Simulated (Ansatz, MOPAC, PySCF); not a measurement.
Species: CLiN, net charge 0, singlet state. SMILES: [Li][N][C]
Geometry: optimised at B3LYP-D3(BJ)/def2-TZVP (Ansatz, a first-principles code).

Unscaled harmonic wavenumbers (cm⁻¹) in rising order, each level at the stationary point that it reaches from this structure (no distance between atoms moves by over 0.3 Å); the order of modes can differ between levels, and a negative number is imaginary. B3LYP-D3(BJ)/def2-TZVP (PySCF, at the structure above): 116, 116, 729, 2152.

PM3 (MOPAC): 112, 112, 683, 2228. Zero-point energy 4.5 against 4.4 kcal/mol; where all levels lie over 400 cm⁻¹, the wavenumbers are on average 0.986 times those of B3LYP-D3(BJ)/def2-TZVP.

HF/3-21G (Ansatz): 170, 170, 815, 2300. Zero-point energy 4.9 against 4.4 kcal/mol; where all levels lie over 400 cm⁻¹, the wavenumbers are on average 1.093 times those of B3LYP-D3(BJ)/def2-TZVP.

HF/6-31G* (Ansatz): 70, 70, 745, 2343. Zero-point energy 4.6 against 4.4 kcal/mol; where all levels lie over 400 cm⁻¹, the wavenumbers are on average 1.055 times those of B3LYP-D3(BJ)/def2-TZVP.
